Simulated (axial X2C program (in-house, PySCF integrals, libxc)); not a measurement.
# Curves of HNbH⁺ from open-shell CI on d2 s0 p(π)0

Calculated with an in-house all-electron X2C program for linear molecules (integrals from PySCF): two-component X2C with atomic mean-field Coulomb and Gaunt terms, basis H dyall-v3z, Nb dyall-v3z (cores contracted in-house). Orbitals come from Hartree–Fock averaged over the configuration Nb d2 s0 p(π)0; CI then distributes these electrons over the d, s, p(π) shells of Nb.

Scan along the symmetric stretch (R is each bond); masses H 1.008 u, Nb 92.906 u, H 1.008 u. Energies in cm⁻¹ from the lowest point; levels are followed by energy order within each Ω. Lowest level at 1.853 Å: 100% d2.

```
R (Å)  (1)Ω=0  (1)Ω=2  (1)Ω=1  (1)Ω=3  (1)Ω=4  (2)Ω=0  (3)Ω=0  (2)Ω=1  (2)Ω=2
1.723    2224    2158    2416    2903    3606    5917    6030    6068    6358
1.788     537     587     730    1339    2049    4318    4426    4461    4755
1.853       0     132     196     890    1606    3834    3939    3970    4267
1.927     506     693     706    1459    2182    4362    4465    4490    4790
2.001    1947    2155    2151    2928    3658    5789    5893    5910    6211
2.085    4441    4642    4649    5421    6159    8231    8340    8344    8646
2.187    8354    8515    8569    9301   10046   12067   12182   12169   12474
```

**Question.** Fit the curves (1)Ω=0, (1)Ω=2, (1)Ω=1, (1)Ω=3, (1)Ω=4, (2)Ω=0, (3)Ω=0, (2)Ω=1, (2)Ω=2 near their minima.

**Answer.** From the open-shell CI curves, Te from the lowest:

```tsv
level	Te (cm⁻¹)	Re (Å)	ωe (cm⁻¹)
(1)Ω=0	0	1.856	1904.0
(1)Ω=2	132	1.851	1886.1
(1)Ω=1	196	1.856	1905.2
(1)Ω=3	891	1.851	1887.2
(1)Ω=4	1607	1.850	1888.7
(2)Ω=0	3835	1.853	1880.2
(3)Ω=0	3939	1.853	1881.7
(2)Ω=1	3971	1.854	1878.9
(2)Ω=2	4267	1.854	1878.9
```

Without dynamic correlation distances can be off by several hundredths of an Å (long for ionic bonds, short for multiple bonds) and the wavenumbers are rough.

The 9 lowest curves are shown; the next is (4)Ω=0, from 6735 cm⁻¹.

Dynamic correlation is missing, so gaps between terms are too wide and other configurations may lie lower; the lowest level listed is that of this model, not necessarily the ground state. For d shells the ligand-field splittings (σ, π, δ) and their order can be off by a thousand cm⁻¹ or more. At most 6 roots were kept for each Ω > 0 (twice that for Ω = 0) within 3.2 eV of the lowest, so higher up levels can be missing between those listed; levels with Ω > 0 are doubly degenerate and listed once, Ω = 0 levels singly. Some active spinors are only partly of the character that their shell is named for, so the shell names and counts are nominal. States that fill the shells left empty in the average are placed too high. The molecule was held linear; bending was not examined.
